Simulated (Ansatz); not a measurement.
`C[SiH](S)Br` + HCl → `C[SiH](Cl)Br` + H₂S  (ligand exchange at the Si–S bond)

Program: Ansatz. Geometries: PBE0-D4/def2-TZVP. ΔE: electronic, gas phase. CCSD(T)/CBS is the MP2 limit (def2-TZVPP, def2-QZVPP) plus CCSD(T) − MP2 in def2-TZVPP, frozen cores. This one scheme is used for every species. Functionals use def2-TZVPP. For Br outer-core shells are correlated without core-valence functions, which leaves a few kJ/mol of doubt a bond. Scalar relativity is left out up to krypton. Each species was taken in one conformer, which may not be the lowest.

CCSD(T)/CBS gives -38.3 kJ/mol.

Another level gave -48.7 kJ/mol. Which?
A. HF/def2-TZVPP
B. PBE-D4/def2-TZVPP
C. BHLYP/def2-TZVPP
D. CCSD/def2-TZVPP

A. HF/def2-TZVPP -48.7, PBE-D4 -33.5, CCSD/def2-TZVPP -39.3, BHLYP -44.6 kJ/mol.

Largest T1 diagnostic among the species: 0.009.

In def2-TZVPP, CCSD(T) changes the Hartree–Fock value by +11.1 kJ/mol (the triples alone add +1.8 kJ/mol) and MP2 by +10.9 kJ/mol. From BLYP to BHLYP (50 % exact exchange), in def2-TZVPP and without D4, ΔE moves by −3.4 kJ/mol. Leaving LDA and LC-ωPBE aside and taking each functional with its dispersion term where it has one, the values, not all of them listed here, spread over 9.1 kJ/mol, from BHLYP-D4 to revPBE-D4.

CCSD(T)/CBS has its own doubt, a few kJ/mol and more with outer-core shells, so smaller differences from it don't rank the levels.
